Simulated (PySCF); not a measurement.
## Bonds of Zn to H, F, Br, O

CCSD(T) extrapolated to the basis-set limit (PySCF; Br2 CCSD(T)/CBS(TQ), F2 CCSD(T)/CBS(TQ)+CV+SR, H2 CCSD(T)/CBS(TQ)+SR, O2 CCSD(T)/CBS(TQ)+CV+SR, ZnBr CCSD(T)/CBS(DT), ZnF CCSD(T)/CBS(DT), ZnH CCSD(T)/CBS(TQ)+CV, ZnO CCSD(T)/CBS(DT); CV core-valence, SR scalar-relativistic term); no spin–orbit coupling. D0 is De less the harmonic zero-point energy.

```tsv
X	state of ZnX	D0(ZnX) (eV)	D0(X₂) (eV)
H	doublet (σ ↑)	0.84	4.48
F	doublet (σ ↑)	2.95	1.62
Br	doublet (σ ↑)	1.68	2.21
O	triplet (σ ↑, π ↑)	1.21	5.09
```

Problem. Give the energy of Zn + X₂ → ZnX + X at 0 K for each X.

Solution. H: 4.48 − 0.84 = +3.64 eV; F: 1.62 − 2.95 = -1.33 eV; Br: 2.21 − 1.68 = +0.53 eV; O: 5.09 − 1.21 = +3.88 eV (composite CCSD(T); negative means exothermic).

Problem. Does an atom of Br displace H from ZnH?

Solution. ZnH + Br → ZnBr + H has ΔE = 0.84 − 1.68 = -0.84 eV at composite CCSD(T), so it is downhill.

Gas-phase diatomics only hint at surface chemistry, where an atom holds several bonds.

Correlated steps freeze the inner cores (0 to 18 orbitals); shallow outer-core shells are correlated. Spin–orbit coupling is left out. Where the molecule has an RHF reference, its open-shell atoms are computed with UHF. States were picked by a PBE0 search and need not be the measured ground states.
